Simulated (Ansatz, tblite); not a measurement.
Cost and result up the ladder for the cluster Pb3⁻ (3 atoms). Charge -1, multiplicity 2. Geometry: PBE0-D4/def2-SVPD.

```xyz
3

Pb   -0.3739    1.5099    0.8272
Pb    1.4011   -0.0800   -0.8513
Pb   -1.0271   -1.4299    0.0241
```

Ansatz on 4 threads of Arm Neoverse V2 on a shared host; xTB runs through tblite on one thread. Times are rough, summed over both states, and most runs start from the orbitals of an earlier one. PBE0-D4/def2-TZVPD serves as the yardstick here, not as an exact answer. The other state is a triplet.

In the def2 sets Pb takes a core potential; there is no spin–orbit coupling. The xTB rows come from tblite. The structure comes from a short search, and lower isomers may exist.

Raw xTB energies of ions are shifted by several eV, and xTB has no spin-polarisation term.

```tsv
level	functions	wall time
GFN2-xTB	12	0.002 s
PBE-D4/def2-TZVPD	168	7.5 s
PBE0-D4/def2-TZVPD	168	20 s
r2SCAN-D4/def2-TZVPD (with forces)	168	21 s
```

Question: Estimate what each level gives for the vertical IE (eV).

Answer: 
```tsv
level	vertical IE (eV)	difference from PBE0-D4/def2-TZVPD (eV)	remarks
GFN2-xTB	4.69	2.82	–
PBE-D4/def2-TZVPD	1.88	0.02	HOMO above zero (-1 doublet)
PBE0-D4/def2-TZVPD	1.87	0.00	–
r2SCAN-D4/def2-TZVPD (with forces)	1.86	0.00	HOMO above zero (-1 doublet)
```
